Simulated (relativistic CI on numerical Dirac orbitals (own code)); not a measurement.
# Charge states of strontium

Calculated at this level of theory: Dirac-Coulomb-Breit CI, KLI orbitals optimised for each configuration, model QED (radiative potential, 1s self-energy scaled to tabulated hydrogen-like ionisation energies), valence Slater integrals scaled by 0.9 (own radial code, finite nucleus).

Each species is treated in one configuration, given outside its closed core. Radial values are for the open shell of highest l, unscaled and averaged over j; ζ includes the Breit term. Labels give the leading LS character, summed over repeated terms.

| Ion | Configuration | Its lowest level | LS weight (%) | Next level | E (cm⁻¹) | g_J | g√(J(J+1)) | ⟨r⟩ (bohr) | ⟨r²⟩ (bohr²) |
| --- | --- | --- | --- | --- | --- | --- | --- | --- | --- |
| Sr | 5s² | ¹S0 | 100 |  |  |  | 0.00 |  |  |
| Sr⁺ | 5s | ²S1/2 | 100 |  |  | 2.002 | 1.73 | 4.017 | 18.19 |
| Sr²⁺ | 3d¹⁰4s²4p⁶ | ¹S0 | 100 |  |  |  | 0.00 |  |  |
| Sr³⁺ | 3d¹⁰4s²4p⁵ | ²P°3/2 | 100 | ²P°1/2 | 9793 | 1.334 | 2.58 | 1.501 | 2.569 |
| Sr⁴⁺ | 3d¹⁰4s²4p⁴ | ³P2 | 94 | ³P1 | 8261 | 1.472 | 3.61 | 1.452 | 2.395 |
| Sr⁵⁺ | 3d¹⁰4s²4p³ | ⁴S°3/2 | 96 | ²D°3/2 | 22368 | 1.972 | 3.82 | 1.409 | 2.247 |
| Sr⁶⁺ | 3d¹⁰4s²4p² | ³P0 | 95 | ³P1 | 6674.3 |  | 0.00 | 1.369 | 2.118 |
| Sr⁷⁺ | 3d¹⁰4s²4p | ²P°1/2 | 100 | ²P°3/2 | 13238 | 0.665 | 0.58 | 1.334 | 2.006 |
| Sr⁸⁺ | 3d¹⁰4s² | ¹S0 | 100 |  |  |  | 0.00 |  |  |
| Sr⁹⁺ | 3d¹⁰4s | ²S1/2 | 100 |  |  | 2.002 | 1.73 | 1.18 | 1.562 |
| Sr¹⁰⁺ | 3d¹⁰ | ¹S0 | 100 |  |  |  | 0.00 |  |  |
| Sr¹¹⁺ | 3d⁹ | ²D5/2 | 100 | ²D3/2 | 14572 | 1.199 | 3.55 | 0.4722 | 0.2667 |
| Sr¹²⁺ | 3d⁸ | ³F4 | 99 | ³F3 | 13000 | 1.246 | 5.57 | 0.461 | 0.2531 |
| Sr¹³⁺ | 3d⁷ | ⁴F9/2 | 96 | ⁴F7/2 | 11468 | 1.322 | 6.58 | 0.4505 | 0.2407 |
| Sr¹⁴⁺ | 3d⁶ | ⁵D4 | 96 | ⁵D3 | 8283.6 | 1.488 | 6.66 | 0.4407 | 0.2295 |
| Sr¹⁵⁺ | 3d⁵ | ⁶S5/2 | 97 | ⁴G5/2 | 76608 | 1.988 | 5.88 | 0.4314 | 0.2192 |
| Sr¹⁶⁺ | 3d⁴ | ⁵D0 | 90 | ⁵D1 | 3948.8 |  | 0.00 | 0.4226 | 0.2097 |
| Sr¹⁷⁺ | 3d³ | ⁴F3/2 | 95 | ⁴F5/2 | 8491.1 | 0.419 | 0.81 | 0.4142 | 0.201 |
| Sr¹⁸⁺ | 3d² | ³F2 | 95 | ³F3 | 15034 | 0.682 | 1.67 | 0.4062 | 0.1929 |
| Sr¹⁹⁺ | 3d | ²D3/2 | 100 | ²D5/2 | 21220 | 0.797 | 1.54 | 0.3987 | 0.1853 |
| Sr²⁰⁺ | 3s²3p⁶ | ¹S0 | 100 |  |  |  | 0.00 |  |  |
| Sr²¹⁺ | 3s²3p⁵ | ²P°3/2 | 100 | ²P°1/2 | 115560 | 1.331 | 2.58 | 0.4272 | 0.2103 |
| Sr²²⁺ | 3s²3p⁴ | ³P2 | 81 | ³P0 | 55113 | 1.405 | 3.44 | 0.4225 | 0.2057 |
| Sr²³⁺ | 3s²3p³ | ⁴S°3/2 | 60 | ²D°3/2 | 97473 | 1.663 | 3.22 | 0.4179 | 0.2012 |

With one configuration, terms of near-neutral atoms and ions can be 10 to 25 % off, and close levels can change places.
